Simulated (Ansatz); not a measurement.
`OB(Cl)[NH][GeH3]`, relaxed with RKS PBE-D4/def2-SVP in Ansatz 0.2.0 from a rough embedded geometry. The force threshold is 0.03 eV/Å; the program also tests the step.

The species carries charge 0 and has multiplicity 1.

Start:

```xyz
10

O    -0.439   -1.439   -1.340
B    -0.773   -0.096   -1.115
Cl   -1.176    0.933   -2.562
N    -0.936    0.533    0.320
Ge    0.703    0.426    1.152
H     0.590   -1.495   -1.394
H    -1.569   -0.164    0.816
H     1.232   -1.003    1.269
H     1.773    1.278    0.304
H     0.596    1.027    2.548
```

Task: By how much does the energy fall, and how many steps does the optimiser take? (Best estimate.)

Result: The calculation gave: 1.54 eV, in 20 steps.

Task: Which bonds change most? (Best estimate.)

Result: The calculation gave: B2–N4 from 1.575 to 1.418 Å; Ge5–H9 from 1.609 to 1.547 Å; O1–H6 from 1.032 to 0.973 Å; N4–H7 from 1.064 to 1.023 Å.

Task: Give the relaxed structure. (An estimate is asked.)

Result: Ansatz gave: 
```xyz
10

O    -1.365   -1.079   -1.919
B    -0.702   -0.203   -1.101
Cl   -0.697    1.512   -1.637
N    -0.032   -0.516    0.109
Ge    0.859    0.723    1.194
H    -1.343   -1.995   -1.591
H    -0.016   -1.483    0.443
H     1.414   -0.128    2.368
H     2.017    1.385    0.412
H    -0.135    1.785    1.721
```
